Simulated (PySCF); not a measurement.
## Two-component Hartree-Fock for Hg⁺ (mercury, charge +1)

Start: [Xe] 4f14 5d10 6s1; 6s1/2 filled at m_j = +1/2. Calculated with PySCF 2.14 in x2c-TZVPPall-2c: generalised Hartree-Fock with the X2C-1e Hamiltonian and a Gaussian nucleus; one run each with spin-orbit coupling (SO) switched off, then screened by Boettger's factors.

```tsv
spinor shell	electrons	ε, spin-free (eV)	ε, screened SO (eV)	weight of nominal j (screened SO)	rms radius, screened SO (bohr)
1s1/2	2	-83581.2	-83547.8	1.000	0.0187
2s1/2	2	-14976.0	-14965.5	1.000	0.0755
2p1/2	2	-12929.8	-14334.8	1.000	0.0639
2p3/2	4	-12929.8	-12381.7	1.000	0.0720
3s1/2	2	-3631.3	-3628.0	1.000	0.193
3p1/2	2	-3030.9	-3345.0	1.000	0.184
3p3/2	4	-3030.9	-2906.0	1.000	0.201
3d3/2	4	-2388.3	-2443.1	1.000	0.176
3d5/2	6	-2388.3	-2349.4	1.000	0.180
4s1/2	2	-843.30	-842.35	1.000	0.424
4p1/2	2	-643.10	-719.94	1.000	0.429
4p3/2	4	-643.10	-612.45	1.000	0.463
4d3/2	4	-400.10	-412.16	1.000	0.475
4d5/2	6	-400.10	-391.48	1.000	0.486
5s1/2	2	-147.79	-147.68	1.000	0.971
4f5/2	6	-128.89	-130.96	1.000	0.525
4f7/2	8	-128.89	-126.71	1.000	0.529
5p1/2	2	-91.683	-105.30	1.000	1.05
5p3/2	4	-91.683	-86.358	1.000	1.15
5d3/2	4	-25.454	-26.774	0.996	1.53
5d5/2	6	-25.454	-24.606	0.997	1.60
6s1/2	1	-17.348	-17.375	1.000	2.81
```

```json
{"quantity": "E (hartree)", "spin-free": "-19607.29869", "screened SO": "-19639.34950"}
{"quantity": "M_J", "spin-free": "1/2", "screened SO": "1/2"}
{"quantity": "⟨J²⟩", "spin-free": "0.752", "screened SO": "0.752"}
{"quantity": "⟨L²⟩", "spin-free": "0.000", "screened SO": "0.185"}
{"quantity": "⟨S²⟩", "spin-free": "0.752", "screened SO": "0.938"}
```

Each row is a mean over spinors that exchange with the open shell spreads, by up to 0.331 eV (5d5/2).

Breit and QED terms are absent; they matter most for the inner s and p1/2 levels.

Densities and radii are taken from the X2C orbitals without a picture-change correction, which distorts them close to the nucleus.

Without spin-orbit coupling the j labels of p, d and f shells carry no meaning; the spin-free column gives the mean over the occupied spinors of each nl shell.
